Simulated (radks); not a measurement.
Values are calculated unless marked as measured or tabulated.
Excited configurations of Al III: one electron is placed in a higher orbital outside [Ne]. The ground configuration is [Ne] 3s1. Code: a radial shooting solver on a logarithmic mesh with Libxc functionals. Model: scalar-relativistic Kohn-Sham, PBEsol, spin-polarised, spherical densities, point nucleus; open shells are filled with parallel spins first. Excitation = E - E(ground); binding = E(ion) - E, where the ion is the core of charge +3; n* = 3/sqrt(2 binding) in atomic units, and the quantum defect is n - n*.

outer orbital  excitation (eV)  binding (eV)  eigenvalue (eV)  <r> (bohr)
3d                      14.419        14.246          -11.472       3.277
4p                      17.464        11.200           -9.540       5.296
4f                      20.866         7.798           -6.368       5.907
5p                      21.896         6.768           -5.851       8.988
5d                      23.222         5.442           -4.659       10.57
7p                      25.412         3.253           -2.856       19.20
7d                      25.854         2.810           -2.459       21.64
7f                      25.968         2.696           -2.348       21.58

The Delta-SCF ionisation energy is 28.664 eV (NIST Atomic Spectra Database: 28.448 eV, measured). Self-interaction in the functional shifts the binding energies and quantum defects, so they are the method's values and not measured ones.
